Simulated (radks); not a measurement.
Task: The mercury ion Hg4+, configuration [Xe] 4f14 5d8 (the NIST ground configuration). All-electron calculation, Dirac Kohn-Sham, AM05, spin-unpolarised, spherical densities, point nucleus; open shells fill j = l - 1/2 first. Program: a radial shooting solver on a logarithmic mesh with Libxc functionals. Some entries of the table are withheld. Estimate them.

| orbital | occ. | eigenvalue (eV) | <r> (bohr) | <1/r> (bohr^-1) |
|---|---|---|---|---|
| 1s1/2 | 2 | -83037.38 | 0.01659 | 97.61 |
| 2s1/2 | 2 | -14748.14 | 0.06927 | 24.03 |
| 2p1/2 | 2 | -14152.22 | 0.05694 | 23.97 |
| 2p3/2 | 4 | -12206.54 | 0.06561 | 19.41 |
| 3s1/2 | 2 | -3537.818 | 0.1802 | 8.814 |
| 3p1/2 | 2 | -3269.673 | 0.1705 | (1) |
| 3p3/2 | 4 | -2838.747 | 0.1864 | (2) |
| 3d3/2 | 4 | -2394.978 | 0.1622 | 7.434 |
| 3d5/2 | 6 | -2302.586 | 0.1670 | 7.164 |
| 4s1/2 | 2 | -816.7740 | 0.3993 | 3.737 |
| 4p1/2 | 2 | -701.9575 | 0.4012 | 3.627 |
| 4p3/2 | 4 | -597.6765 | 0.4356 | 3.211 |
| 4d3/2 | 4 | -410.0759 | (3) | 3.012 |
| 4d5/2 | 6 | -390.6296 | (4) | 2.916 |
| 5s1/2 | 2 | -168.2006 | 0.8978 | 1.533 |
| 4f5/2 | 6 | (5) | 0.4787 | 2.555 |
| 4f7/2 | 8 | (6) | 0.4854 | 2.518 |
| 5p1/2 | 2 | -129.9827 | 0.9630 | 1.411 |
| 5p3/2 | 4 | -111.1744 | 1.054 | 1.262 |
| 5d3/2 | 4 | (7) | (8) | 0.9902 |
| 5d5/2 | 4 | (9) | (10) | 0.9583 |

Result: 
(1) 3p1/2 <1/r> (bohr^-1): 8.726
(2) 3p3/2 <1/r> (bohr^-1): 7.533
(3) 4d3/2 <r> (bohr): 0.4426
(4) 4d5/2 <r> (bohr): 0.4538
(5) 4f5/2 eigenvalue (eV): -148.9034
(6) 4f7/2 eigenvalue (eV): -144.7011
(7) 5d3/2 eigenvalue (eV): -58.4357
(8) 5d3/2 <r> (bohr): 1.317
(9) 5d5/2 eigenvalue (eV): -56.1992
(10) 5d5/2 <r> (bohr): 1.355
